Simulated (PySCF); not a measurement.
# Two-dimensional NMR puzzle

Compound of formula C₅H₅FO₂Si. Correlations simulated from computed shifts and the bond graph:

HSQC (one-bond C–H):
| δH | δC |
| --- | --- |
| 7.85 | 162.1 |
| 7.74 | 139.4 |

HMBC (two and three bonds, from the bond graph):
| δH | δC |
| --- | --- |
| 7.85 | 146.8, 139.4, 117.8 |
| 7.74 | 162.1, 155.6, 146.8, 117.8 |
| 4.54 | 162.1, 139.4, 117.8 |

Carbons without hydrogens: δ 155.6, 146.8, 117.8.

Non-relativistic Hamiltonian, one averaged value for each set of equivalent atoms, gas phase, one conformer. GFN2-xTB structure; σ from GIAO-PBE0/pcSseg-1; PySCF 2.14.0 with density-fitted response routines.

Chemical shifts δ = σref − σ; TMS for 1H, 13C, all at this level.

Exchangeable hydrogens are left out of these lists.

Question: Which molecule is this?

Answer: `c1c([SiH3])cc(C(=O)F)o1`.

Atom-mapped SMILES (the numbers label the heavy atoms): `[O:1]=[C:2]([F:3])[c:4]1[cH:5][c:6]([SiH3:7])[cH:8][o:9]1`. Each H is labelled by its parent atom.

- δC 162.1 is C8, an aromatic CH next to the ring oxygen (δH 7.85).
- δC 155.6 is C2, a carbonyl carbon.
- δC 146.8 is C4, a substituted aromatic carbon next to the ring oxygen.
- δC 139.4 is C5, an aromatic CH (δH 7.74).
- δC 117.8 is C6, a substituted aromatic carbon.
- HMBC from δH 7.85 reaches the proton-free carbons C4, C6.
- HMBC from δH 7.74 reaches the proton-free carbons C2, C4, C6.
- HMBC from δH 4.54 reaches the proton-free carbon C6.

The shifts were computed for this structure.

Shifts are as computed. Against solution values, carbons near 30 ppm lie about +3 ppm off and those near 130 ppm about +5 ppm. Of 1211 compounds with measured shifts, 218 miss one by over three times the rms of a fit or turn the order of signals round; such compounds aren't used in these exercises.
